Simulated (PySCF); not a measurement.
Broadened absorption spectrum of C5H5ClS3

C5H5ClS3.
InChI=1S/C5H5ClS3/c1-2-3-4(6)9-5(7)8-3/h2H2,1H3

Computed, not measured: TDDFT CAM-B3LYP/def2-SVPD, vertical, gas phase, core orbitals frozen in the response (PySCF 2.14.0, density-fitted response routines). The structure is a single PBE0-D3(BJ)/def2-SVP conformer in the gas phase; no vibrational or solvent corrections. Torsions of this conformer, `[CH3:1][CH2:2][c:3]1[s:4][c:5](=[S:6])[s:7][c:8]1[Cl:9]`: C1–C2–C3–S4 -80°.

Broadening: Gaussians 0.25 eV wide at half height, area fixed by f = 4.319×10⁻⁹ ∫ε dν̃. The cross-section is σ = 3.8235×10⁻²¹ ε cm², given in Mb (10⁻¹⁸ cm²). The width is an assumption, not a result. The curve ends short of the highest state used, and states not computed would add to its high-energy end.

```tsv
E (eV)	σ (Mb)
2.58	0.00
2.63	0.00
2.67	0.00
2.72	0.00
2.76	0.00
2.81	0.00
2.85	0.00
2.90	0.00
2.94	0.00
2.98	0.00
3.03	0.00
3.07	0.00
3.12	0.00
3.16	0.00
3.21	0.00
3.25	0.00
3.30	0.00
3.34	0.00
3.39	0.03
3.43	0.14
3.48	0.65
3.52	1.96
3.57	6.36
3.61	13.87
3.66	30.12
3.70	47.75
3.75	69.55
3.79	80.10
3.83	80.05
3.88	65.50
3.92	47.56
3.97	26.11
4.01	13.78
4.06	5.10
4.10	2.00
4.15	0.63
4.19	0.39
4.24	0.46
4.28	0.57
4.33	0.64
4.37	0.61
4.42	0.46
4.46	0.31
4.51	0.16
4.55	0.08
4.60	0.03
4.64	0.04
4.68	0.11
4.73	0.44
4.77	1.17
4.82	3.22
4.86	6.18
4.91	11.47
4.95	16.08
5.00	20.23
5.04	20.93
```

Problem. Where are the band maxima, and which computed states make them?

Solution. 325 nm (3.81 eV), ε about 21000, made up of S2 (100%); 286 nm (4.33 eV), ε about 170, made up of S3 (100%); 246 nm (5.03 eV), ε about 5500, made up of S4 (96%) (ε in L mol⁻¹ cm⁻¹; maxima over ε = 5, shares over 10%). The states used: S1 2.96 eV (f 0.0000); S2 3.81 eV (f 0.198); S3 4.33 eV (f 0.0016); S4 5.02 eV (f 0.049); S5 5.19 eV (f 0.0065); S6 5.64 eV (f 0.0005).

Problem. Does any computed singlet lie in the visible range?

Solution. S1 lies in the visible range (380 to 750 nm), at 419 nm, dark in the vertical dipole picture (f under 0.0005); light of that wavelength is violet, and its complementary colour is yellow-green.

Problem. Coming from long wavelengths, where does ε first pass 100 L mol⁻¹ cm⁻¹?

Solution. At about 358 nm (3.46 eV), 0.50 eV above S1.

Problem. On this curve, what absorbance would a 10⁻³ mol/L sample give at 248 nm over a 1 cm path?

Solution. 248 nm is 4.999 eV, where ε is about 5300 L mol⁻¹ cm⁻¹, so A = ε c l ≈ 5.3 (Beer–Lambert, with the gas-phase spectrum and the assumed width).
